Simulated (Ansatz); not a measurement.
`[CH3][Ga]([F])[SeH]` + HI → `[CH3][Ga]([F])[I]` + H₂Se at 500 K and 1 bar (ligand exchange at a Ga–Se bond).

Gas-phase electronic energies from Ansatz, PBE0-D4/def2-TZVP geometries. CCSD(T)/CBS is the MP2 limit (def2-TZVPP, def2-QZVPP) plus CCSD(T) − MP2 in def2-TZVPP, frozen cores. Elements past krypton have def2 core potentials. For Ga, I, Se outer-core shells are correlated without core-valence functions, which leaves a few kJ/mol of doubt a bond. Scalar relativity is left out up to krypton. One conformer a species, not always the lowest.

| species | CCSD(T)/CBS energy (Eh) | H − E (kJ/mol) | S (J/(mol·K)) |
| --- | --- | --- | --- |
| `[CH3][Ga]([F])[SeH]` | -4464.99266 | 165.5 | 428.8 |
| HI | -298.03592 | 28.6 | 221.6 |
| `[CH3][Ga]([F])[I]` | -2361.14071 | 141.4 | 423.7 |
| H₂Se | -2401.89790 | 53.1 | 237.8 |

H − E and S are ideal-gas, rigid-rotor, harmonic terms from PBE0-D4/def2-TZVP, for one conformer and one mirror image of each species. 1 Eh = 2625.50 kJ/mol, R = 8.31446 J/(mol·K).

Q: By hand: ΔE, ΔH, ΔS and ΔG.

A: ΔE = (-2361.14071) + (-2401.89790) − (-4464.99266) − (-298.03592) = -0.01003 Eh = -26.3 kJ/mol. Δ(H − E) = 141.4 + 53.1 − 165.5 − 28.6 = 0.4, so ΔH = -25.9 kJ/mol. ΔS = 423.7 + 237.8 − 428.8 − 221.6 = 11.1 J/(mol·K). ΔG = -25.9 − 500 × (11.1)/1000 = -31.4 kJ/mol.

Q: By hand: the equilibrium constant, and the temperature at which ΔG would vanish if ΔH and ΔS stayed fixed.

A: log₁₀ K = −ΔG/(RT ln 10) = 3.3. ΔH and −TΔS have one sign here, so there is no such temperature.

The number of gas molecules stays the same, so ΔS is small and ΔH decides. A doubt of 5 kJ/mol in ΔE shifts log₁₀ K by 0.5 here. Other conformers and mirror images would add mixing entropy, several J/(mol·K) or more a flexible species. Modes under 60 cm⁻¹, often nearly free rotors, make the harmonic entropy too high. These are equilibria of isolated gas molecules and say nothing of rates. Largest T1 diagnostic: 0.012 (customary marks: 0.02 for closed shells, 0.045 for open ones).

ΔS is within the doubt of such terms, so its sign, and with it that verdict, could turn.
